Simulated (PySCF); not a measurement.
# Dipole response of Br²⁺ (bromine, charge +2)

[Ar] 3d10 4s2 4p3, high-spin 4S determinant. Calculation: PySCF 2.14, in x2c-QZVPPall with one added diffuse shell each of s, p, d, f type (12s9p6d5f1g, 113 functions); scalar relativity by spin-free X2C-1e. Coupled (time-dependent) response in atomic units; α is the mean over directions.

```tsv
method	mean α (bohr³)	C₆ (like pair)	S(−4)
UHF	8.383	40.76	16.50
PBE	8.247	40.01	15.30
PBE0	8.227	39.88	15.25
```

S(−4) is the Cauchy moment in α(ω) = α(0) + S(−4) ω² + …

α(iu) at PBE:

```tsv
u (hartree)	α(iu) (bohr³)
0	8.247
0.0500	8.209
0.100	8.097
0.200	7.682
0.300	7.084
0.500	5.707
0.750	4.192
1.00	3.106
1.50	1.860
2.00	1.248
3.00	0.7043
5.00	0.3486
```

A single London oscillator, α(iu) = α/(1 + u²/ω²), gives C₆ = (3/4) ω α². Matching the computed C₆ needs ω = 4 × 40.01 / (3 × 8.247²) = 0.784 hartree.

For an ion, C₆ is the dispersion term alone; charge-induced terms of lower order in 1/R come first.
